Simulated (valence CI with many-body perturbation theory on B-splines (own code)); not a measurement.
How close is CI+MBPT for Sb III?

Computed by configuration interaction combined with many-body perturbation theory (CI+MBPT): three valence electrons over a frozen Dirac-Fock core [Kr] 4d10, radial functions for each j: 11 s, 11 p, 10 d, 8 f, 5 g, 2 h, with the one-electron correlation potential Σ1 (screened to all orders), the two-electron term Σ2, the three-electron term Σ3, Breit, model QED; selected single and double excitations, second order for the rest, scaled by the run's own slope (own B-spline code, finite nucleus).

Set against measurement, 16 paired levels are off by 231 cm⁻¹ on average, the worst by 795. These come from a selection out of Moore, Atomic Energy Levels, vol. III, NSRDS-NBS 35 (1971 reprint of NBS Circular 467, 1958), an old analysis. Levels without a partner in it may be off by more. 1 measured level below the end of the list, from 163388 cm⁻¹ on, found no clear computed partner, and computed levels of the same name lie up to 1286 cm⁻¹ from them.

Measured levels: Moore, Atomic Energy Levels, vol. III, NSRDS-NBS 35 (1971 reprint of NBS Circular 467, 1958). Pairs share parity and J, and are chosen by configuration, term and nearness in energy; levels without a clear partner are left out. The analysis is old, and some levels have since been revised. Energies in cm⁻¹ above the measured ground level.

Names give the largest LS component (configuration and term), which can be under half, so a name can repeat, a term be missing and a line seem to break the LS rules; names also repeat where a configuration has a term twice.

```csv
Computed label,Label in the source,Measured,Computed,Difference
5s2 5p 2P°_1/2,5s2 5p 2P°,0,0.0,0
5s2 5p 2P°_3/2,5s2 5p 2P°,6576,6575.9,0
5s 5p2 4P_5/2,5s 5p2 4P,64356,64021.6,-334
5s 5p2 2D_3/2,5s 5p2 2D,76522.8,76304.7,-218
5s 5p2 2D_5/2,5s 5p2 2D,77791.9,77579.0,-213
5s 5p2 2S_1/2,5s 5p2 2P,92948.9,93105.3,+156
5s2 6s 2S_1/2,5s2 6s 2S,93417.8,93679.5,+262
5s2 5d 2D_3/2,5s2 5d 2D,98819.5,99127.0,+308
5s2 5d 2D_5/2,5s2 5d 2D,100385.4,100681.6,+296
5s 5p2 2P_3/2,5s 5p2 2P,101953.5,102278.0,+325
5s2 6p 2P°_1/2,5s2 6p 2P°,114720.5,114848.0,+127
5s2 6p 2P°_3/2,5s2 6p 2P°,116388.5,116494.5,+106
4f 5s2 2F°_7/2,5s2 4f 2F°,136213.6,136437.8,+224
4f 5s2 2F°_5/2,5s2 4f 2F°,136269.6,136495.2,+226
5s2 7s 2S_1/2,5s2 7s 2S,143126.8,142331.9,-795
5s2 6d 2D_3/2,5s2 6d 2D,144682.6,144732.2,+50
5s2 6d 2D_5/2,5s2 6d 2D,144918.6,144969.3,+51
```

Over 16 excited levels the mean absolute difference is 231 cm⁻¹, the median 221 and the largest 795. The comparison draws on a selection of the measured levels: 17 of the 81 computed ones have a partner in it, and others may be off by more.

These 1 measured levels below the end of the computed list are not counted above. Beside each stands the unpaired computed level of its name, or else the nearest of its J and parity; the gap is either an error of the method or a doubtful assignment.

```json
{"Label in the source": "5s2 8s 2S", "J": "1/2", "Measured": "163388", "Unpaired level": "5s2 8s 2S_1/2", "Computed": "164674"}
```
